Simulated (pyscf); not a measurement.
PySCF, gas phase, ωB97X-D3(BJ)/def2-SVP geometries. MP2 and CC: frozen core, UHF for open shells. ΔMP2 is the change of the MP2 total energy from the triple- to the quadruple-zeta basis.

Q: What is the homolytic dissociation enthalpy (298 K, CCSD(T)/def2-TZVPP + ΔMP2(QZVPP)) of the C–Se bond of Se=CH–SeH, to •HC=Se + SeH•?

A: C–Se to •HC=Se + SeH•: 3.02 eV. The radicals are drawn with the spin at the cut bond; how far it spreads was not checked. The CCSD(T) − MP2 part came from Ansatz, without density fitting, on the same reference. An open-shell T1 diagnostic exceeds 0.045. A UHF reference is spin-contaminated (<S²> up to 1.18), which harms MP2 most. The frozen core leaves the outer d or s,p core shells of the metals and heavy elements correlated in the MP2 and CC values, and def2-TZVPP describes them poorly, which can shift differences by a few kcal/mol. Left out: the spin-orbit lowering of SeH, which is large for Br, Se, Te and I. Elements up to Kr have no core potential and no relativistic terms here.
